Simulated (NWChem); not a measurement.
CH3BeBrS; SMILES C[S][Be][Br]

```xyz
7

Be     0.3016     0.2246     0.0000
Br    -0.0256    -1.7147     0.0000
S      0.6449     2.0881     0.0000
C     -1.0720     2.8010     0.0000
H     -1.6234     2.5070    -0.8947
H     -0.9514     3.8860     0.0000
H     -1.6234     2.5070     0.8947
```
Atoms are numbered in this order, from 1.

Results from NWChem. Coordinates come from a B3LYP/6-31G* (spherical d) optimisation.

For level PBE/def2-SVP:

| Property | Value |
|---|---|
| highest occupied level (eV) | -5.99 |
| orbital gap (eV) | 4.18 |
| dipole (D) | 1.76 |

Task: How do the values read with level PBE/STO-3G instead?

Result: The highest occupied level (eV) comes out as -3.15 and the orbital gap (eV) is 4.33. The dipole (D) is 1.47.
